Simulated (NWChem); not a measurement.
System: BH3S2O; SMILES SB(O)S

Input file for NWChem:

```
start job
memory heap 200 mb stack 900 mb global 1100 mb
geometry units angstroms noautosym nocenter noautoz
  B      0.403580     0.030585     0.000000
  O      1.754304     0.119745     0.000000
  H      2.220494    -0.720325     0.000000
  S     -0.552279    -1.526526     0.000000
  H      0.492268    -2.384272     0.000000
  S     -0.490699     1.613420     0.000000
  H     -1.733288     1.087330     0.000000
end
basis spherical
  * library pcsseg-1
end
dft
  xc bhlyp
  iterations 150
end
property
  shielding
end
task dft property
```

NWChem printed, in part:

```
             Northwest Computational Chemistry Package (NWChem) 7.3.0
             --------------------------------------------------------

                             Geometry "geometry" -> ""
                             -------------------------

 Output coordinates in angstroms (scale by  1.889725989 to convert to a.u.)

  No.       Tag          Charge          X              Y              Z
 ---- ---------------- ---------- -------------- -------------- --------------
    1 B                    5.0000     0.40358000     0.03058500     0.00000000
    2 O                    8.0000     1.75430400     0.11974500     0.00000000
    3 H                    1.0000     2.22049400    -0.72032500     0.00000000
    4 S                   16.0000    -0.55227900    -1.52652600     0.00000000
    5 H                    1.0000     0.49226800    -2.38427200     0.00000000
    6 S                   16.0000    -0.49069900     1.61342000     0.00000000
    7 H                    1.0000    -1.73328800     1.08733000     0.00000000

 Effective nuclear repulsion energy (a.u.)     188.2042613969

                              NWChem Property Module
                              ----------------------

  itol2e modified to match energy
  convergence criterion.

                                 NWChem DFT Module
                                 -----------------

 Summary of "ao basis" -> "ao basis" (spherical)
 ------------------------------------------------------------------------------
       Tag                 Description            Shells   Functions and Types
 ---------------- ------------------------------  ------  ---------------------
 B                          pcsseg-1                 7       17   3s3p1d
 O                          pcsseg-1                 7       17   3s3p1d
 H                          pcsseg-1                 3        5   2s1p
 S                          pcsseg-1                10       24   4s5p1d

  itol2e modified to match energy
  convergence criterion.

            General Information
            -------------------
          SCF calculation type: DFT
          Wavefunction type:  closed shell.
          No. of atoms     :     7
          No. of electrons :    48
           Alpha electrons :    24
            Beta electrons :    24
          Charge           :     0
          Spin multiplicity:     1
          Use of symmetry is: off; symmetry adaption is: off
          Maximum number of iterations: 150
          AO basis - number of functions:    97
                     number of shells:    43
          Convergence on energy requested:  1.00D-07
          Convergence on density requested:  1.00D-05
          Convergence on gradient requested:  5.00D-04

              XC Information
              --------------
                        BHLYP Method XC Functional
                     Hartree-Fock (Exact) Exchange  0.500
                        Slater Exchange Functional  0.500 local
                    Becke 1988 Exchange Functional  0.500 non-local
              Lee-Yang-Parr Correlation Functional  1.000

             Grid Information
             ----------------
          Grid used for XC integration:  fine
          Radial quadrature: Mura-Knowles
          Angular quadrature: Lebedev.
          Tag              B.-S. Rad. Rad. Pts. Rad. Cut. Ang. Pts.
          ---              ---------- --------- --------- ---------
          B                   0.85       70           9.0       590
          O                   0.60       70          10.0       590
          H                   0.35       60          12.0       590
          S                   1.00      123          12.0       770
          Grid pruning is: on
          Number of quadrature shells:   566
          Spatial weights used:  Erf1

      Superposition of Atomic Density Guess
      -------------------------------------

 Sum of atomic energies:        -895.66145907

      Non-variational initial energy
      ------------------------------

[...]

          -----------------------------------------
          Chemical Shielding Tensors (GIAO, in ppm)
          -----------------------------------------

                                NWChem CPHF Module
                                ------------------

  scftype          =     RHF
  nclosed          =       24
  nopen            =        0
  variables        =     1752
  # of vectors     =        3
  tolerance        = 0.10D-03
  level shift      = 0.00D+00
  max iterations   =       50
  max subspace     =       30

 SCF residual:    8.3298854745593546E-005

Iterative solution of linear equations
  No. of variables     1752
  No. of equations        3
  Maximum subspace       30
        Iterations       50
       Convergence  1.0D-04

   iter   nsub   residual    time
   ----  ------  --------  ---------
     1      3    9.46D-01      23.5
     2      6    5.43D-02      25.9
     3      9    6.89D-03      28.7
     4     12    6.90D-04      31.4
     5     15    9.19D-05      33.8

      Atom:    1  B
        Diamagnetic
    201.4765      1.6379      0.0000
      1.6379    205.4221     -0.0000
      0.0000     -0.0000    177.1276

        Paramagnetic
   -178.1851     -5.9826      0.0000
     -5.9826   -156.9013     -0.0000
      0.0000     -0.0000    -81.4947

        Total Shielding Tensor
     23.2913     -4.3446      0.0000
     -4.3446     48.5209     -0.0000
      0.0000     -0.0000     95.6329

           isotropic =      55.8150
          anisotropy =      59.7268

          Principal Components and Axis System
                 1           2           3
               95.6329     49.2481     22.5641

      1         0.0000     -0.1651      0.9863
      2        -0.0000      0.9863      0.1651
      3         1.0000      0.0000     -0.0000

      Atom:    2  O
        Diamagnetic
    408.1686     -7.6001      0.0000
     -7.6001    387.9426     -0.0000
      0.0000     -0.0000    373.5471

        Paramagnetic
   -219.1437     49.5235      0.0000
     49.5235   -294.4351      0.0000
      0.0000      0.0000   -110.3965

        Total Shielding Tensor
    189.0248     41.9235      0.0000
     41.9235     93.5075      0.0000
      0.0000      0.0000    263.1506

           isotropic =     181.8943
          anisotropy =     121.8844

          Principal Components and Axis System
                 1           2           3
              263.1506    204.8151     77.7173

      1         0.0000      0.9358     -0.3525
      2         0.0000      0.3525      0.9358
      3         1.0000     -0.0000      0.0000

      Atom:    3  H
        Diamagnetic
     35.0206     -9.7140      0.0000
     -9.7140     36.2340     -0.0000
      0.0000     -0.0000     18.9865

        Paramagnetic
     -3.6215      4.1689     -0.0000
      4.1689     -6.8820      0.0000
     -0.0000      0.0000      2.2314

        Total Shielding Tensor
     31.3991     -5.5451     -0.0000
     -5.5451     29.3520     -0.0000
     -0.0000     -0.0000     21.2179

           isotropic =      27.3230
          anisotropy =      13.0370

          Principal Components and Axis System
                 1           2           3
               36.0143     24.7368     21.2179

      1         0.7686      0.6397      0.0000
      2        -0.6397      0.7686      0.0000
      3        -0.0000     -0.0000      1.0000

      Atom:    4  S
        Diamagnetic
   1056.9706      0.7129      0.0000
      0.7129   1062.4843      0.0000
      0.0000      0.0000   1051.5004

        Paramagnetic
   -602.8515     -2.4402     -0.0000
     -2.4402   -244.5813     -0.0000
     -0.0000     -0.0000   -530.6257

        Total Shielding Tensor
    454.1191     -1.7273     -0.0000
     -1.7273    817.9030     -0.0000
     -0.0000     -0.0000    520.8747

           isotropic =     597.6323
          anisotropy =     330.4184

          Principal Components and Axis System
                 1           2           3
              817.9112    520.8747    454.1109

      1        -0.0047     -0.0000      1.0000
      2         1.0000      0.0000      0.0047
      3        -0.0000      1.0000      0.0000

      Atom:    5  H
        Diamagnetic
     33.7837     -9.3397     -0.0000
     -9.3397     35.4967      0.0000
     -0.0000      0.0000     19.7058

        Paramagnetic
     -3.2236      3.1821      0.0000
      3.1821      0.3038     -0.0000
      0.0000     -0.0000      3.8378

        Total Shielding Tensor
     30.5601     -6.1576      0.0000
     -6.1576     35.8004      0.0000
      0.0000      0.0000     23.5437

           isotropic =      29.9681
          anisotropy =      14.8561

          Principal Components and Axis System
                 1           2           3
               39.8722     26.4884     23.5437

      1        -0.5516      0.8341     -0.0000
      2         0.8341      0.5516     -0.0000
      3         0.0000      0.0000      1.0000

      Atom:    6  S
        Diamagnetic
   1058.8012     -2.1461      0.0000
     -2.1461   1060.3705     -0.0000
      0.0000     -0.0000   1051.9159

        Paramagnetic
   -452.3266   -121.0369      0.0000
   -121.0369   -469.9374     -0.0000
      0.0000     -0.0000   -452.0766

        Total Shielding Tensor
    606.4746   -123.1830      0.0000
   -123.1830    590.4332     -0.0000
      0.0000     -0.0000    599.8393

           isotropic =     598.9157
          anisotropy =     184.4730

          Principal Components and Axis System
                 1           2           3
              721.8977    599.8393    475.0101

      1         0.7297     -0.0000      0.6837
      2        -0.6837      0.0000      0.7297
      3         0.0000      1.0000     -0.0000

      Atom:    7  H
        Diamagnetic
     41.2684      3.8719      0.0000
      3.8719     28.1736     -0.0000
      0.0000     -0.0000     19.0931

        Paramagnetic
     -3.9042     -2.4108     -0.0000
     -2.4108      1.4271      0.0000
     -0.0000      0.0000      3.4864

[...]
```

Level: BHandHLYP/pcSseg-1, GIAO. All runs use the structure optimised with PBE0/def2-SVP. The printed shielding anisotropy is the first printed principal value minus the mean of the other two.
